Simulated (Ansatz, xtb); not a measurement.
# Isomers of ClFGaH2NSi in order of energy

5 gas-phase structures of ClFGaH2NSi, found in a search over its isomers (lower ones may exist). Each was relaxed with GFN2-xTB; where two conformers were screened, the lower at r2SCAN-D4/def2-SVP//GFN2-xTB is listed:

A. `[H]/N=[SiH]/[Ga]([F])[Cl]`, a singlet
B. `F[Si@H](Cl)[NH][Ga]`, a singlet
C. `N[Si][Ga]([F])[Cl]`, a singlet
D. a singlet given by its coordinates
E. a singlet given by its coordinates

D (Å):

```yaml
atoms:
  - { symbol: Cl, position_ang: [1.3100, -2.8037, 0.6240] }
  - { symbol: F, position_ang: [0.7963, 0.0668, 0.2969] }
  - { symbol: Ga, position_ang: [0.2013, -3.1546, 2.9482] }
  - { symbol: N, position_ang: [-0.7711, -1.5198, 2.0187] }
  - { symbol: Si, position_ang: [-0.1123, -1.2501, 0.5079] }
  - { symbol: H, position_ang: [-0.7668, -1.4123, -0.7730] }
  - { symbol: H, position_ang: [-1.5189, -0.9188, 2.3354] }
```

Close contacts (Å): Cl1–Ga3 2.60, Cl1–Si5 2.11, F2–Si5 1.61, Ga3–N4 2.12, N4–Si5 1.67, N4–H7 1.01, Si5–H6 1.45.

E (Å):

| atom | x (Å) | y (Å) | z (Å) |
| --- | --- | --- | --- |
| Cl | 1.0448 | -1.6731 | 0.7113 |
| F | -0.0248 | 1.1911 | 1.8662 |
| Ga | 1.7791 | 0.7182 | 2.0526 |
| N | -0.4250 | -0.3461 | -1.3668 |
| Si | 1.0075 | 0.0443 | -0.5289 |
| H | -1.0311 | -1.1166 | -1.1140 |
| H | -0.8492 | 0.2587 | -2.0521 |

Close contacts (Å): Cl1–Ga3 2.84, Cl1–Si5 2.12, F2–Ga3 1.87, Ga3–Si5 2.78, N4–Si5 1.70, N4–H6 1.01, N4–H7 1.01.

Q: Make a reasoned guess at their ranking by r2SCAN-D4/def2-SVP//GFN2-xTB single-point energy.

A: Calculated order at r2SCAN-D4/def2-SVP//GFN2-xTB: B (0.000), D (0.050), C (1.453), E (1.565), A (2.526) eV.

Energies above the lowest of each column, in eV:

```
structure  GFN2-xTB  HF/STO-3G  r2SCAN-D4/def2-SVP//GFN2-xTB
        B     0.231      0.000                         0.000
        D     0.000      0.236                         0.050
        C     0.714      0.039                         1.453
        E     0.284      1.857                         1.565
        A     0.792      1.961                         2.526
```

r2SCAN-D4/def2-SVP//GFN2-xTB puts B lowest; GFN2-xTB picks D. Some further structures that were screened fall inside this span and aren't listed. Flexible structures stand in one conformer each, not always the lowest. Frequencies (r2SCAN-D4/def2-SVP) were run for B alone.

Over these structures GFN2-xTB departs from r2SCAN-D4/def2-SVP//GFN2-xTB by 0.644 eV on average once a common shift is removed. A GFN2-xTB relaxation took about 0.18 s and the r2SCAN-D4/def2-SVP//GFN2-xTB energy about 1 s on a shared host (Ansatz 0.2.0, xtb 6.7.1).
